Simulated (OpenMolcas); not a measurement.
# N+: from CASSCF to CASPT2

```json
{
  "Program": "OpenMolcas",
  "Basis": "ANO-R1 [3s2p1d]",
  "Scalar Hamiltonian": "X2C, finite nucleus",
  "Active space": "2 electrons in 3 orbitals (2p)",
  "State averaging": "2S+1 = 3 even, 3 roots; 2S+1 = 1 even, 6 roots",
  "Spin-orbit coupling": "RASSI with atomic mean-field integrals over the reference wave functions, term energies averaged over their components"
}
```

Methods on the same reference wave functions:
A. CASSCF
B. SS-CASPT2, IPEA 0.25 Eh, imaginary shift 0.1 Eh (closed shells correlated: 1s 2s)

Energies in cm⁻¹ above 2s² 2p² ³P₀, the measured ground level; measured values from NIST Handbook of Basic Atomic Spectroscopic Data.

```json
{"Level": "2s² 2p² ³P₀", "A": "0.0", "B": "0.0", "Measured": "0.0"}
{"Level": "2s² 2p² ³P₁", "A": "47.3", "B": "47.4", "Measured": "48.7"}
{"Level": "2s² 2p² ³P₂", "A": "141", "B": "141", "Measured": "131"}
{"Level": "2s² 2p² ¹D₂", "A": "17852", "B": "16540", "Measured": "15316"}
{"Level": "2s² 2p² ¹S₀", "A": "44049", "B": "37340", "Measured": "32689"}
```

Deviations, from unrounded energies. A percentage is the sum of absolute deviations over the sum of measured energies, with the sign that they share, or ± where signs differ.

```tsv
Against measurement	Levels	A	B
mean absolute deviation (cm-1)	4	3500	1500
fine structure of the ground term (%)	2	±6.4	±6.4
other terms of the ground configuration (%)	2	+28.9	+12.3
```

B lies closest to measurement on these levels. The largest miss of B in the table is 2s² 2p² ¹S₀, by +4700 cm-1. The ranking rests on the paired levels alone, and a cruder setting can come out closer through cancelling errors.

From A to B the spin-free energies of the other terms of 2s² 2p² shown, above ³P, scale by factors of 0.85 to 0.93.

The lowest spin-free term lies below A's lowest term by 0.057 hartree in B.

CASPT2 breaks the degeneracy within a term, and the mean is taken; among the terms shown or strongly mixed into the levels shown the widest spread is 110 cm-1 (2s² 2p² ¹D, B). With the s shell closed, the reference lacks s² → p² mixing. Without dynamic correlation excited terms often stand tens of per cent too high (terms of higher spin than the ground term too low), and those without a measured partner can miss by more than the paired ones (holds for A). Computed and measured levels are paired by configuration, term and J; levels that our copy of the source lacks, or whose pairing is in doubt (as where it misses far off the trend of its configuration), stay unpaired and out of the deviations. Levels of configurations outside the active space are missing.
